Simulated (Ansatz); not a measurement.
C₆H₁₁O, SMILES [C](C)(C)CC(=O)C, multiplicity 2.

The structure is a stationary point at B3LYP-D3(BJ)/def2-SVP. The isomer is the one that the SMILES or the coordinates give; other isomers of the formula were not compared. Other conformers were not sampled.

Two levels are set side by side: PBE/def2-SVPD (Ansatz, an electronic-structure program) and PBE0/def2-SVPD (Ansatz). Energy differences of separate SCF runs at the same geometry; the states with an electron removed or added have multiplicity 1 and 1. Differences are taken from unrounded values.

```json
[
 {"quantity": "vertical ionisation energy (eV)", "PBE": "6.87"}
]
```

These are the PBE values. What does PBE0 give? (The exact figures need the calculation; the answer reports its results.)


```json
[
 {"quantity": "vertical ionisation energy (eV)", "PBE0": "7.17", "PBE minus PBE0": "-0.30"}
]
```
